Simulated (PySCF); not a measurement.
Isomers of C4H3FO2, mass 102.012 u with the commonest isotopes. Method used: CAM-B3LYP/def2-SVPD in PySCF (dipole) on a GFN2-xTB geometry, gas phase. One conformer each, none proved a minimum here; rigid rotors.

Problem. Order these by rotational constant A, smallest first.
A. `[O:1]=[CH:2][C:3]1=[CH:4][C@H:5]([F:6])[O:7]1` with O1–C2–C3–C4 0°
B. `O=C1CC(F)=CO1`
C. `[CH:1]#[C:2][C:3](=[O:4])[O:5][CH2:6][F:7]` with C2–C3–O5–C6 180°, C3–O5–C6–F7 176°

Solution. C (6825 MHz), B (7294 MHz), A (9778 MHz).

Problem. Order these by rotational constant B, largest first.
A. `[CH:1]#[C:2][C:3](=[O:4])[O:5][CH2:6][F:7]` with C2–C3–O5–C6 180°, C3–O5–C6–F7 176°
B. `[O:1]=[CH:2][C:3]1=[CH:4][C@H:5]([F:6])[O:7]1` with O1–C2–C3–C4 0°
C. `O=C1CC(F)=CO1`

Solution. C (2044 MHz), B (1531 MHz), A (1472 MHz).

Problem. Order these by dipole moment, smallest first.
A. `[CH:1]#[C:2][C:3](=[O:4])[O:5][CH2:6][F:7]` with C2–C3–O5–C6 180°, C3–O5–C6–F7 176°
B. `[O:1]=[CH:2][C:3]1=[CH:4][C@H:5]([F:6])[O:7]1` with O1–C2–C3–C4 0°
C. `O=C1CC(F)=CO1`

Solution. A (1.37 D), B (1.79 D), C (2.57 D).

| SMILES | point group | Ia (u·Å²) | Ib (u·Å²) | Ic (u·Å²) | κ | μa (D) | μb (D) | μc (D) |
| --- | --- | --- | --- | --- | --- | --- | --- | --- |
| O=CC1=C[C@H](F)O1 | C1 | 51.68 | 330.15 | 359.42 | -0.97 | 1.02 | 0.18 | 1.45 |
| C#CC(=O)OCF | near Cs | 74.05 | 343.25 | 413.92 | -0.91 | 1.17 | 0.72 | 0.09 |
| O=C1CC(F)=CO1 | Cs | 69.29 | 247.26 | 313.42 | -0.85 | 2.57 | 0.16 | 0.00 |
